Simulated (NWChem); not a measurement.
System: Ba

Input file for NWChem:

```
start job
memory heap 200 mb stack 900 mb global 1100 mb
geometry units angstroms noautoz
  Ba     0.000000     0.000000     0.000000
end
basis spherical
  * library def2-svp
end
ecp
  Ba library def2-ecp
end
dft
  xc kt2
  iterations 150
  mulliken
end
task dft energy
```

Output (shortened):

```
             Northwest Computational Chemistry Package (NWChem) 7.3.0
             --------------------------------------------------------

                             Geometry "geometry" -> ""
                             -------------------------

 Output coordinates in angstroms (scale by  1.889725989 to convert to a.u.)

  No.       Tag          Charge          X              Y              Z
 ---- ---------------- ---------- -------------- -------------- --------------
    1 Ba                  56.0000     0.00000000     0.00000000     0.00000000

 Effective nuclear repulsion energy (a.u.)       0.0000000000

                                 NWChem DFT Module
                                 -----------------

 Summary of "ao basis" -> "ao basis" (spherical)
 ------------------------------------------------------------------------------
       Tag                 Description            Shells   Functions and Types
 ---------------- ------------------------------  ------  ---------------------
 Ba                         def2-svp                 9       23   4s3p2d

            General Information
            -------------------
          SCF calculation type: DFT
          Wavefunction type:  closed shell.
          No. of atoms     :     1
          No. of electrons :    10
           Alpha electrons :     5
            Beta electrons :     5
          Charge           :     0
          Spin multiplicity:     1
          Use of symmetry is: off; symmetry adaption is: off
          Maximum number of iterations: 150
          AO basis - number of functions:    23
                     number of shells:     9
          Convergence on energy requested:  1.00D-06
          Convergence on density requested:  1.00D-05
          Convergence on gradient requested:  5.00D-04

              XC Information
              --------------
                          KT2 Method XC Functional
                        Slater Exchange Functional  1.072 local
                           KT1 gradient correction  1.000 non-local
            Perdew 1991 LDA Correlation Functional  0.577 local

             Grid Information
             ----------------
          Grid used for XC integration:  medium
          Radial quadrature: Mura-Knowles
          Angular quadrature: Lebedev.
          Tag              B.-S. Rad. Rad. Pts. Rad. Cut. Ang. Pts.
          ---              ---------- --------- --------- ---------
          Ba                  2.15      123          12.0       590
          Grid pruning is: on
          Number of quadrature shells:   123
          Spatial weights used:  Erf1

      Superposition of Atomic Density Guess
      -------------------------------------

 Sum of atomic energies:         -27.48397976

      Non-variational initial energy
      ------------------------------

 Total energy =     -25.070895
 1-e energy   =     -41.081992
 2-e energy   =      16.011098
 HOMO         =      -0.162023
 LUMO         =       0.030599

     ---------------------------------------------
      Total Density - Mulliken Population Analysis
     ---------------------------------------------

    Atom       Charge   Shell Charges
 -----------   ------   -------------------------------------------------------
    1 Ba  10    10.00   0.27  1.71  1.30  0.71  5.00  1.00  0.01  0.00 -0.00

   convergence    iter        energy       DeltaE   RMS-Dens  Diis-err
 ---------------- ----- ----------------- --------- --------- ---------
 d= 0,ls=0.0,diis     1    -25.4281613519 -2.54D+01  6.84D-02  1.78D-02
 d= 0,ls=0.0,diis     2    -25.4322503755 -4.09D-03  1.16D-02  9.44D-04
 d= 0,ls=0.0,diis     3    -25.4324857484 -2.35D-04  3.20D-04  5.98D-06
 d= 0,ls=0.0,diis     4    -25.4324866957 -9.47D-07  2.92D-05  8.97D-09
 d= 0,ls=0.0,diis     5    -25.4324866978 -2.12D-09  1.65D-07  6.69D-13

         Total DFT energy =      -25.432486697782
      One electron energy =      -41.321240331335
           Coulomb energy =       19.462040322800
    Exchange-Corr. energy =       -3.573286689247
 Nuclear repulsion energy =        0.000000000000

 Numeric. integr. density =       10.000000002960

                       DFT Final Molecular Orbital Analysis
                       ------------------------------------

 Vector    3  Occ=2.000000D+00  E=-7.211409D-01
              MO Center=  7.7D-16,  5.9D-16,  5.6D-16, r^2= 1.2D+00
   Bfn.  Coefficient  Atom+Function         Bfn.  Coefficient  Atom+Function
  ----- ------------  ---------------      ----- ------------  ---------------
     6      0.785947  1 Ba py                 7      0.307444  1 Ba pz
     9      0.174311  1 Ba py                 5     -0.101022  1 Ba px
    10      0.068186  1 Ba pz

 Vector    4  Occ=2.000000D+00  E=-7.211409D-01
              MO Center= -4.1D-16, -3.3D-16, -7.2D-17, r^2= 1.2D+00
   Bfn.  Coefficient  Atom+Function         Bfn.  Coefficient  Atom+Function
  ----- ------------  ---------------      ----- ------------  ---------------
     7      0.774879  1 Ba pz                 6     -0.320857  1 Ba py
    10      0.171856  1 Ba pz                 5     -0.138034  1 Ba px
     9     -0.071161  1 Ba py                 8     -0.030614  1 Ba px

 Vector    5  Occ=2.000000D+00  E=-1.177012D-01
              MO Center= -1.5D-15,  4.2D-15, -1.9D-15, r^2= 7.2D+00
   Bfn.  Coefficient  Atom+Function         Bfn.  Coefficient  Atom+Function
  ----- ------------  ---------------      ----- ------------  ---------------
     3      1.038006  1 Ba s                  2     -0.614417  1 Ba s
     4      0.161268  1 Ba s                  1      0.125886  1 Ba s

 Vector    6  Occ=0.000000D+00  E=-7.171832D-02
              MO Center= -2.7D-16,  3.5D-15,  1.8D-14, r^2= 4.4D+00
   Bfn.  Coefficient  Atom+Function         Bfn.  Coefficient  Atom+Function
  ----- ------------  ---------------      ----- ------------  ---------------
    15      0.854961  1 Ba d -1              20      0.251672  1 Ba d -1
    17     -0.041512  1 Ba d  1

 Vector    7  Occ=0.000000D+00  E=-7.171832D-02
              MO Center= -1.6D-15, -1.4D-15, -1.0D-14, r^2= 4.4D+00
   Bfn.  Coefficient  Atom+Function         Bfn.  Coefficient  Atom+Function
  ----- ------------  ---------------      ----- ------------  ---------------
    17      0.848897  1 Ba d  1              22      0.249887  1 Ba d  1
    14     -0.101055  1 Ba d -2              15      0.041181  1 Ba d -1
    19     -0.029747  1 Ba d -2

 Vector    8  Occ=0.000000D+00  E=-7.171832D-02
              MO Center=  9.5D-15,  1.6D-14, -1.8D-15, r^2= 4.4D+00
   Bfn.  Coefficient  Atom+Function         Bfn.  Coefficient  Atom+Function
  ----- ------------  ---------------      ----- ------------  ---------------
    14      0.850003  1 Ba d -2              19      0.250213  1 Ba d -2
    17      0.101107  1 Ba d  1              22      0.029763  1 Ba d  1

     ---------------------------------------------
      Total Density - Mulliken Population Analysis
     ---------------------------------------------

    Atom       Charge   Shell Charges
 -----------   ------   -------------------------------------------------------
    1 Ba  10    10.00   0.28  1.72  1.72  0.28  5.06  0.93  0.01  0.00  0.00

     -------------------------------------------
      Total Density - Lowdin Population Analysis
     -------------------------------------------

    Atom       Charge   Shell Charges
 -----------   ------   -------------------------------------------------------
    1 Ba  10    10.00   0.27  1.72  1.26  0.76  4.34  1.58  0.07  0.00  0.00
```

Level: KT2/def2-SVP with def2 effective core potentials on Ba. def2 effective core potentials on Ba; no spin-orbit coupling.
